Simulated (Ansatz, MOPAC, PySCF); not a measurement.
Constitutional and geometric isomers with formula C2H4N2. All species are isolated molecules in the gas phase. One relaxed conformer stands for each flexible species; it need not be the lowest. Strings in code marks are SMILES.

Quantity: electronic energy of isomers of C2H4N2 relative to `CNC#N`, in kcal/mol. The restricted reference of `[H]/N=C/C=N/[H]` is unstable towards unrestricted orbitals. Semi-empirical values (MOPAC) are differences of heats of formation.

Level 1: frozen-core MP2/cc-pVQZ // r2SCAN-D4/def2-TZVP (Ansatz, a program for electronic structure)
Level 2: PBE/6-31G* // r2SCAN-D4/def2-TZVP (PySCF)
Level 3: frozen-core MP2/6-31G* // r2SCAN-D4/def2-TZVP (PySCF)
Level 4: PM6 // r2SCAN-D4/def2-TZVP (MOPAC)

```json
[
 {"species": "`[H]/N=C/C=N/[H]` (N–C–C–N torsion 180°)", "level 1": "10.3", "level 2": "7.95", "level 3": "12.2", "level 4": "18.5"},
 {"species": "`CN=C=N`", "level 1": "3.95", "level 2": "-2.48", "level 3": "6.49", "level 4": "6.47"},
 {"species": "`NC#CN`", "level 1": "32.4", "level 2": "36.0", "level 3": "43.6", "level 4": "22.6"}
]
```
